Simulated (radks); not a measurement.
The numbers below are computed, except where a source is named.
Task: Coherent X-ray form factor from a spherical all-electron density. Code: a radial shooting solver on a logarithmic mesh with Libxc functionals. Model: scalar-relativistic Kohn-Sham, Slater X-alpha with alpha = 0.687, spin-polarised, spherical densities, finite nucleus; Fermi nuclear charge, rms radius of each element as measured or else 0.836 A^(1/3) + 0.57 fm.

sin(theta)/lambda (1/angstrom)  f0 (electrons)
0.05                                    42.320
0.1                                     40.480
0.15                                    37.939
0.2                                     35.150
0.25                                    32.423
0.3                                     29.920
0.4                                     25.786
0.5                                     22.719
0.6                                     20.409
0.8                                     16.905
1                                       13.954
1.25                                    10.821
1.5                                      8.521
2                                        6.099

The species is in the configuration that NIST lists as its ground one. Which atom or ion scatters so?

Result: The ruthenium ion Ru+, [Kr] 4d7. Extrapolating in s^2 from the first two rows gives f0(0) = 42.9, near the electron count 43; among species with that count, the fall with angle is slower the higher Z, and the table is that of Z = 44; from so few rows the species is fixed only to a neighbour or two.
